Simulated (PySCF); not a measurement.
PySCF input (HF/def2-TZVPD):

```python
from pyscf import gto, scf, dft

mol = gto.M(
    atom='''
    C     1.94648363   -0.21094909    0.05212896
    C     0.59340743   -0.44803454   -0.30404180
    O     0.24700570   -1.33937389   -1.08778195
    C    -0.47635748    0.46391506    0.33099350
    O    -0.14710893    1.33797494    1.09831740
    C    -1.89632517    0.18760559   -0.06571630
    H     2.71451270   -0.83692188   -0.37981553
    H     2.20490600    0.57919755    0.74119285
    H    -2.00287915    0.27036074   -1.14923705
    H    -2.15917266   -0.84208561    0.18501585
    H    -2.55979157    0.88541867    0.43837414
    ''',
    basis='def2-tzvpd',
    charge=0,
    spin=1,
    verbose=4,
)

mf = scf.UHF(mol).density_fit(auxbasis='def2-universal-jkfit')
mf.conv_tol = 1e-9
mf.max_cycle = 100
mf.max_memory = 1500
mf.kernel()
if not mf.converged:
    mf = mf.newton()
    mf.kernel(mf.make_rdm1())
for _ in range(2):
    mo, _, stable, _ = mf.stability(return_status=True)
    if stable:
        break
    mf.kernel(mf.make_rdm1(mo, mf.mo_occ))
mf.analyze()
```

Output:

```
PySCF version 2.14.0

[INPUT] verbose = 4
[INPUT] num. atoms = 11
[INPUT] num. electrons = 45
[INPUT] charge = 0
[INPUT] spin (= nelec alpha-beta = 2S) = 1
[INPUT] symmetry False subgroup None
[INPUT] Mole.unit = angstrom
[INPUT] Symbol           X                Y                Z      unit          X                Y                Z       unit  Magmom
[INPUT]  1 C      1.946483630000  -0.210949090000   0.052128960000 AA    3.678320966649  -0.398636006326   0.098509457558 Bohr   0.0
[INPUT]  2 C      0.593407430000  -0.448034540000  -0.304041800000 AA    1.121377522982  -0.846662574945  -0.574555732420 Bohr   0.0
[INPUT]  3 O      0.247005700000  -1.339373890000  -1.087781950000 AA    0.466773124206  -2.531049830493  -2.055609968745 Bohr   0.0
[INPUT]  4 C     -0.476357480000   0.463915060000   0.330993500000 AA   -0.900185174588   0.876672408461   0.625487064011 Bohr   0.0
[INPUT]  5 O     -0.147108930000   1.337974940000   1.098317400000 AA   -0.277995588178   2.528406198131   2.075519083844 Bohr   0.0
[INPUT]  6 C     -1.896325170000   0.187605590000  -0.065716300000 AA   -3.583535214419   0.354523184537  -0.124185808920 Bohr   0.0
[INPUT]  7 H      2.714512700000  -0.836921880000  -0.379815530000 AA    5.129685564654  -1.581553140856  -0.717747329557 Bohr   0.0
[INPUT]  8 H      2.204906000000   0.579197550000   0.741192850000 AA    4.166668470410   1.094524741519   1.400651491986 Bohr   0.0
[INPUT]  9 H     -2.002879150000   0.270360740000  -1.149237050000 AA   -3.784893054102   0.510907753435  -2.171743276703 Bohr   0.0
[INPUT] 10 H     -2.159172660000  -0.842085610000   0.185015850000 AA   -4.080244983049  -1.591311176337   0.349629285204 Bohr   0.0
[INPUT] 11 H     -2.559791570000   0.885418670000   0.438374140000 AA   -4.837305003270   1.673198791877   0.828407064692 Bohr   0.0

nuclear repulsion = 217.247482021635
number of shells = 105
number of NR pGTOs = 373
number of NR cGTOs = 273
basis = def2-tzvpd
ecp = {}

******** <class 'pyscf.df.df_jk.DFUHF'> ********
method = DFUHF
initial guess = minao
damping factor = 0
level_shift factor = 0
DIIS = <class 'pyscf.scf.diis.CDIIS'>
diis_start_cycle = 1
diis_space = 8
diis_damp = 0
SCF conv_tol = 1e-09
SCF conv_tol_grad = None
SCF max_cycles = 100
direct_scf = False
number electrons alpha = 23  beta = 22
Set gradient conv threshold to 3.16228e-05
******** <class 'pyscf.df.df.DF'> ********
auxbasis = def2-universal-jkfit
init E= -305.156742251874
  alpha nocc = 23  HOMO = -0.205378008331802  LUMO = -0.0252900603105033
  beta  nocc = 22  HOMO = -0.261619565787019  LUMO = -0.205378008331802

WARN: HOMO -0.205378008331802 >= LUMO -0.205378008331802

cycle= 1 E= -303.911597289523  delta_E= 1.25  |g|= 0.736  |ddm|= 2.04
  alpha nocc = 23  HOMO = -0.342158560275198  LUMO = 0.0446861333896564
  beta  nocc = 22  HOMO = -0.337216541403844  LUMO = -0.0728480539035701
  HOMO = -0.337216541404  LUMO = -0.0728480539036  gap/eV = 7.19383
cycle= 2 E= -304.022571257433  delta_E= -0.111  |g|= 0.662  |ddm|= 1.39
  alpha nocc = 23  HOMO = -0.403031820669356  LUMO = 0.0586457323949277
  beta  nocc = 22  HOMO = -0.403618714598295  LUMO = -0.0133430472696396
  HOMO = -0.403031820669  LUMO = -0.0133430472696  gap/eV = 10.60397
[...]
  beta  nocc = 22  HOMO = -0.415829409056567  LUMO = 0.0430676247953461
  HOMO = -0.415829409057  LUMO = 0.0430676247953  gap/eV = 12.48722
Extra cycle  E= -304.194244257007  delta_E= -6.01e-11  |g|= 3.87e-06  |ddm|= 1.33e-05
converged SCF energy = -304.194244257007  <S^2> = 0.95719559  2S+1 = 2.1974491
uhf_internal: lowest eigs of H = [0.07966334 0.10623529 0.21842776]
<class 'pyscf.df.df_jk.DFUHF'> wavefunction is stable in the internal stability analysis
**** SCF Summaries ****
Total Energy =                        -304.194244257007426
Nuclear Repulsion Energy =             217.247482021634966
One-electron Energy =                 -845.229616421215724
Two-electron Energy =                  323.787890142573417
Two-electron Coulomb Energy =          362.821185151360282
DFT Exchange-Correlation Energy =      -39.033295008786865
HOMO-LUMO gap [eV] =                    12.487224331577410
**** MO energy ****
                             alpha | beta                alpha | beta
MO #1   energy= -20.6119459583666  | -20.5852113427259  occ= 1 | 1
MO #2   energy= -20.5666239297418  | -20.5728203038148  occ= 1 | 1
MO #3   energy= -11.3489726135929  | -11.3452194909439  occ= 1 | 1
MO #4   energy= -11.3231849282053  | -11.3357164630974  occ= 1 | 1
MO #5   energy= -11.2731606586355  | -11.2537522991533  occ= 1 | 1
MO #6   energy= -11.2385791814052  | -11.2388848217763  occ= 1 | 1
MO #7   energy= -1.44946566876457  | -1.42029762462956  occ= 1 | 1
MO #8   energy= -1.40376365234551  | -1.38141731728306  occ= 1 | 1
MO #9   energy= -1.05317310031304  | -1.03034051290617  occ= 1 | 1
MO #10  energy= -1.02550808623753  | -0.993195291998092 occ= 1 | 1
MO #11  energy= -0.864500576040136 | -0.851950725872687 occ= 1 | 1
MO #12  energy= -0.740439810050603 | -0.725995384939154 occ= 1 | 1
MO #13  energy= -0.705225213493517 | -0.701760348005184 occ= 1 | 1
MO #14  energy= -0.67795755457291  | -0.666022898179932 occ= 1 | 1
MO #15  energy= -0.656910475139526 | -0.620010791015352 occ= 1 | 1
MO #16  energy= -0.622029856645294 | -0.617113523078262 occ= 1 | 1
MO #17  energy= -0.606381983761961 | -0.59799908040076  occ= 1 | 1
MO #18  energy= -0.599940124542998 | -0.55687008550038  occ= 1 | 1
MO #19  energy= -0.560115996008985 | -0.537793539183707 occ= 1 | 1
MO #20  energy= -0.528431275085289 | -0.512897452183953 occ= 1 | 1
MO #21  energy= -0.505981807770322 | -0.487710238231415 occ= 1 | 1
MO #22  energy= -0.422601768413296 | -0.415829409056567 occ= 1 | 1
MO #23  energy= -0.420123176378904 | 0.0430676247953461 occ= 1 | 0
MO #24  energy= 0.0603126240298176 | 0.0611224796864173 occ= 0 | 0
MO #25  energy= 0.0770945545143686 | 0.0803970660112506 occ= 0 | 0
MO #26  energy= 0.0792584972056186 | 0.0871222929405698 occ= 0 | 0
MO #27  energy= 0.0867876335358906 | 0.0897967114552159 occ= 0 | 0
MO #28  energy= 0.10591527143642   | 0.108027561960383  occ= 0 | 0
MO #29  energy= 0.107747124728831  | 0.124099523459867  occ= 0 | 0
MO #30  energy= 0.123817928582766  | 0.12448752858804   occ= 0 | 0
MO #31  energy= 0.127910552471873  | 0.128419409767522  occ= 0 | 0
MO #32  energy= 0.134884849728655  | 0.137317763740774  occ= 0 | 0
MO #33  energy= 0.159501483436647  | 0.159851984042503  occ= 0 | 0
MO #34  energy= 0.171063455706     | 0.172004280428485  occ= 0 | 0
MO #35  energy= 0.172213497737681  | 0.174078270335026  occ= 0 | 0
MO #36  energy= 0.180128858272171  | 0.181501471245617  occ= 0 | 0
MO #37  energy= 0.210314977158483  | 0.212205982299074  occ= 0 | 0
MO #38  energy= 0.216440835053732  | 0.21961064506657   occ= 0 | 0
MO #39  energy= 0.223118414093645  | 0.223930334414166  occ= 0 | 0
MO #40  energy= 0.231525279277337  | 0.24246587454595   occ= 0 | 0
MO #41  energy= 0.241660284052252  | 0.243999308643948  occ= 0 | 0
MO #42  energy= 0.264721444181636  | 0.266585208168252  occ= 0 | 0
MO #43  energy= 0.265728408011989  | 0.273032568868701  occ= 0 | 0
MO #44  energy= 0.271836589158527  | 0.28235519162043   occ= 0 | 0
MO #45  energy= 0.280990051800551  | 0.29317921980283   occ= 0 | 0
MO #46  energy= 0.290555756183406  | 0.29743296623335   occ= 0 | 0
MO #47  energy= 0.301469288647371  | 0.30397241150957   occ= 0 | 0
MO #48  energy= 0.318528364899655  | 0.322201711858505  occ= 0 | 0
MO #49  energy= 0.320902493785529  | 0.328060252979982  occ= 0 | 0
MO #50  energy= 0.32765079409197   | 0.333307971251306  occ= 0 | 0
MO #51  energy= 0.340952761437163  | 0.342735375425213  occ= 0 | 0
MO #52  energy= 0.355806929882713  | 0.357629136249204  occ= 0 | 0
MO #53  energy= 0.363103632585161  | 0.358896020132908  occ= 0 | 0
MO #54  energy= 0.36713567407101   | 0.368914246552953  occ= 0 | 0
MO #55  energy= 0.369045207166778  | 0.370139322920297  occ= 0 | 0
MO #56  energy= 0.384619334034686  | 0.386306658155855  occ= 0 | 0
MO #57  energy= 0.386500480738288  | 0.38645406030072   occ= 0 | 0
MO #58  energy= 0.395983679472541  | 0.40060514579492   occ= 0 | 0
MO #59  energy= 0.405399676901927  | 0.407278969195653  occ= 0 | 0
MO #60  energy= 0.411431676339785  | 0.416285818669435  occ= 0 | 0
MO #61  energy= 0.416127430316648  | 0.430184382129618  occ= 0 | 0
MO #62  energy= 0.429967814676981  | 0.430958596045077  occ= 0 | 0
MO #63  energy= 0.436424460619221  | 0.440461996711011  occ= 0 | 0
MO #64  energy= 0.439526732119612  | 0.44334367228451   occ= 0 | 0
MO #65  energy= 0.446439396750642  | 0.445987673768824  occ= 0 | 0
MO #66  energy= 0.447809732316793  | 0.453905147041208  occ= 0 | 0
MO #67  energy= 0.469212999087212  | 0.47212502904226   occ= 0 | 0
MO #68  energy= 0.471780919836116  | 0.479570270303698  occ= 0 | 0
MO #69  energy= 0.480066096382728  | 0.484524754253174  occ= 0 | 0
MO #70  energy= 0.494685255441274  | 0.498075349963746  occ= 0 | 0
MO #71  energy= 0.497975730554448  | 0.498405152699457  occ= 0 | 0
MO #72  energy= 0.501023112962789  | 0.501775795762005  occ= 0 | 0
MO #73  energy= 0.507949053676271  | 0.508942409998697  occ= 0 | 0
MO #74  energy= 0.513680244601049  | 0.515368046521654  occ= 0 | 0
MO #75  energy= 0.53696773955608   | 0.53527288694903   occ= 0 | 0
MO #76  energy= 0.543553117464764  | 0.55114867768231   occ= 0 | 0
MO #77  energy= 0.552772816629168  | 0.553416186991596  occ= 0 | 0
MO #78  energy= 0.554053685573247  | 0.554213226596183  occ= 0 | 0
MO #79  energy= 0.569041572922979  | 0.571662708644431  occ= 0 | 0
MO #80  energy= 0.59867326524219   | 0.601574791203801  occ= 0 | 0
MO #81  energy= 0.613025945953341  | 0.614175447806561  occ= 0 | 0
MO #82  energy= 0.620442059514263  | 0.634250156638472  occ= 0 | 0
MO #83  energy= 0.641075777814459  | 0.641422904145039  occ= 0 | 0
MO #84  energy= 0.652476553367289  | 0.654350955182609  occ= 0 | 0
MO #85  energy= 0.655758090083665  | 0.657341618131911  occ= 0 | 0
MO #86  energy= 0.659882375891575  | 0.673594179187731  occ= 0 | 0
MO #87  energy= 0.682449871438488  | 0.685507310544417  occ= 0 | 0
MO #88  energy= 0.697158624459846  | 0.70087528882091   occ= 0 | 0
MO #89  energy= 0.703301949307961  | 0.706374102170425  occ= 0 | 0
MO #90  energy= 0.705929223176085  | 0.714201106316954  occ= 0 | 0
MO #91  energy= 0.731568933441801  | 0.733894487115981  occ= 0 | 0
MO #92  energy= 0.739864700269401  | 0.739847236938548  occ= 0 | 0
MO #93  energy= 0.740622607356257  | 0.741246451179808  occ= 0 | 0
MO #94  energy= 0.743280425599034  | 0.750777083425191  occ= 0 | 0
MO #95  energy= 0.770408144990956  | 0.770295606060069  occ= 0 | 0
MO #96  energy= 0.792305466732405  | 0.798078952020303  occ= 0 | 0
MO #97  energy= 0.804147170065575  | 0.808111426157123  occ= 0 | 0
MO #98  energy= 0.812629622744408  | 0.813741886998419  occ= 0 | 0
MO #99  energy= 0.815787090919912  | 0.819428587821549  occ= 0 | 0
MO #100 energy= 0.838468262592642  | 0.841003938793991  occ= 0 | 0
MO #101 energy= 0.83867182032373   | 0.844981794573708  occ= 0 | 0
MO #102 energy= 0.84881433171643   | 0.850532349162524  occ= 0 | 0
MO #103 energy= 0.869038233568195  | 0.870931412266637  occ= 0 | 0
MO #104 energy= 0.878091284556926  | 0.879660646260783  occ= 0 | 0
[...]
```

It need not be the lowest isomer of its formula.

The determinant is spin-contaminated: <S^2> is 0.96 against 0.75 for a pure state.
